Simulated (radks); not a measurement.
The numbers below are computed, except where a source is named.
Spherical quantum dot in the effective-mass picture: electrons in a parabolic well V = omega^2 r^2 / 2 with omega = 0.104, all in effective atomic units (hartree* = m*/eps^2 hartree, bohr* = eps/m* bohr), one dielectric constant everywhere. Level of theory: non-relativistic Kohn-Sham, LDA (Slater exchange, Perdew-Wang correlation), spin-polarised, spherical densities (a radial shooting solver with Libxc functionals). Levels are named by radial order and angular momentum (1s, 1p, 1d, 2s, ...), and open shells are averaged over m. Results are scaled to m* = 0.561 and eps = 17.2, for which hartree* = 51.6 meV and bohr* = 1.622 nm.

N = 5, configuration 1s2 1p(up 3, down 0). This is the lowest configuration that the search found. Occupied and some empty levels:

| level | occupation | eigenvalue (meV) | <r> (nm) |
|---|---|---|---|
| 1s up | 1 | 43.466 | 8.495 |
| 1s down | 1 | 44.761 | 8.472 |
| 1p up | 3 | 45.903 | 9.991 |
| 1p down | 0 | 47.212 | 10.16 |
| 1d up | 0 | 49.018 | 11.16 |
| 1d down | 0 | 50.224 | 11.40 |
| 2s up | 0 | 50.659 | 9.582 |
| 2s down | 0 | 51.482 | 9.682 |
| 1f up | 0 | 52.599 | 12.18 |
| 1f down | 0 | 53.660 | 12.43 |

Energy (meV): total 135.732, kinetic 16.217, external 51.572, Hartree 99.950, exchange-correlation -32.008.

Electron density:

| r (nm) | n(r) (e/nm^3) |
|---|---|
| 0.890 | 0.0005918 |
| 1.88 | 0.0006228 |
| 2.87 | 0.0006701 |
| 3.86 | 0.0007243 |
| 4.86 | 0.0007724 |
| 5.85 | 0.0007996 |
| 6.84 | 0.0007925 |
| 7.83 | 0.0007429 |
| 8.82 | 0.0006519 |
| 9.81 | 0.0005306 |
| 10.8 | 0.0003975 |
| 11.8 | 0.0002726 |
| 12.8 | 0.0001705 |
| 13.8 | 0.00009700 |
| 14.8 | 0.00005017 |
| 15.8 | 0.00002362 |
| 16.8 | 0.00001007 |
| 17.7 | 3.948e-06 |
| 18.7 | 1.415e-06 |
| 19.7 | 4.645e-07 |
